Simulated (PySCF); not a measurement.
How methods differ on the excitation energy of Bi²⁺

Bi²⁺ [Xe] 4f14 5d10 6s2 6p1 (2P) → Bi²⁺ [Xe] 4f14 5d10 6s1 6p1 6d1 (high-spin determinant), as a difference of total energies. Computed with PySCF 2.14 in aug-cc-pwCVTZ-PP with ECP60MDF (8s7p6d4f1g, 96 functions), with a scalar-relativistic core potential. Correlated levels: valence: 5s2 5p6 5d10 frozen; valence and next inner shell: nothing frozen outside the core potential. The calculations carry no spin-orbit coupling.

```
                                method  excitation energy (eV)
                                   UHF                  19.819
                                   LDA                  21.596
                                   PBE                  21.093
                                  PBE0                  20.999
                                r2SCAN                  21.089
                                PBEsol                  21.200
                               wB97X-V                  21.446
                                 B97-3                  21.278
                                M06-2X                  21.115
                         MP2 (valence)                  20.380
                     SCS-MP2 (valence)                  20.665
    MP2 (valence and next inner shell)                  21.743
SCS-MP2 (valence and next inner shell)                  21.786
```

**Question.** How much does correlation contribute at MP2 (valence and next inner shell)?

**Answer.** 21.743 − (19.819) = 1.924 eV, measured against UHF.

The promoted electron is Rydberg-like, and one or two diffuse shells describe it only roughly, which tends to raise the upper state.

The determinant of the upper state mixes LS terms, which raises its energy above the lowest term, most at the Hartree-Fock and MP2 levels.
